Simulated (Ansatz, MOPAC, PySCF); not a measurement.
Pair of molecules: C2H4 (SMILES C=C) (first 6 atoms) with CH5N (SMILES CN); geometry from B3LYP-D3(BJ)/def2-TZVP, rigid monomers moved along the line of their centres of mass till H5···N8 is 2.85 Å.
(charge 0, multiplicity 1):
```json
[
 {"atom": "C", "x (Å)": "-0.6430", "y (Å)": "0.2606", "z (Å)": "0.0678"},
 {"atom": "C", "x (Å)": "0.5421", "y (Å)": "-0.1998", "z (Å)": "0.4439"},
 {"atom": "H", "x (Å)": "-0.9135", "y (Å)": "0.3668", "z (Å)": "-0.9764"},
 {"atom": "H", "x (Å)": "-1.3948", "y (Å)": "0.5514", "z (Å)": "0.7920"},
 {"atom": "H", "x (Å)": "0.8122", "y (Å)": "-0.3058", "z (Å)": "1.4893"},
 {"atom": "H", "x (Å)": "1.2868", "y (Å)": "-0.4881", "z (Å)": "-0.2898"},
 {"atom": "C", "x (Å)": "-0.6103", "y (Å)": "0.3249", "z (Å)": "4.3255"},
 {"atom": "N", "x (Å)": "0.7433", "y (Å)": "-0.2304", "z (Å)": "4.3410"},
 {"atom": "H", "x (Å)": "-1.2751", "y (Å)": "-0.3685", "z (Å)": "3.8083"},
 {"atom": "H", "x (Å)": "-0.6079", "y (Å)": "1.2564", "z (Å)": "3.7577"},
 {"atom": "H", "x (Å)": "-1.0387", "y (Å)": "0.5315", "z (Å)": "5.3151"},
 {"atom": "H", "x (Å)": "0.7682", "y (Å)": "-1.1060", "z (Å)": "4.8494"},
 {"atom": "H", "x (Å)": "1.3865", "y (Å)": "0.4003", "z (Å)": "4.8039"}
]
```

Counterpoise-corrected where a basis set is named; no monomer relaxation. Rows marked so take none.

Rows in 3-21G, 6-31G* carry no dispersion term and start afresh at each structure (6-31G* with six Cartesian d functions). The state that PM6 reach isn't checked.

Run with Ansatz (Gaussian orbitals); MOPAC for PM6 (differences of heats of formation); PySCF for 3-21G rows, 6-31G* rows, the dispersion terms. Each number belongs to the level named beside it.

```
level                            interaction energy (kcal/mol)
-------------------------------  -----------------------------
PM6                                                      -0.75
PBE-D3(BJ)/def2-TZVPPD                                   -1.99
PBE-D4/def2-TZVPPD                                       -1.97
BP86/6-31G* (no counterpoise)                            -1.18
B3LYP/3-21G (no counterpoise)                            -3.32
B3LYP/6-31G* (no counterpoise)                           -1.59
B3LYP-D3(BJ)/def2-TZVPPD                                 -1.73
PBE0/def2-TZVPPD                                         -1.10
M06-2X/6-31G* (no counterpoise)                              …
```

Q: What belongs in the gaps?

A: 
- M06-2X/6-31G* (no counterpoise), interaction energy (kcal/mol): -2.26

Ansatz is a quantum-chemistry and plane-wave program.
